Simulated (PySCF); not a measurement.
**Excitation energy of Tc²⁺ by level of theory**

Tc²⁺ [Kr] 4d5 (6S) → Tc²⁺ [Kr] 4d4 5p1 (high-spin determinant), as a difference of total energies. Computed with PySCF 2.14 in def2-QZVPPD with the def2 core potential (28 electrons) (7s5p4d4f2g, 88 functions), with a scalar-relativistic core potential. Correlated levels: valence: 4s2 4p6 frozen. The calculations carry no spin-orbit coupling.

```
           method  excitation energy (eV)
              UHF                  11.373
    MP2 (valence)                  11.692
SCS-MP2 (valence)                  11.479
   CCSD (valence)                  11.670
CCSD(T) (valence)                  11.670
```

Question: How much does correlation contribute at CCSD(T) (valence)?

Answer: 11.670 − (11.373) = 0.297 eV, measured against UHF.

The determinant of the upper state mixes LS terms, which raises its energy above the lowest term, most at the Hartree-Fock and MP2 levels.
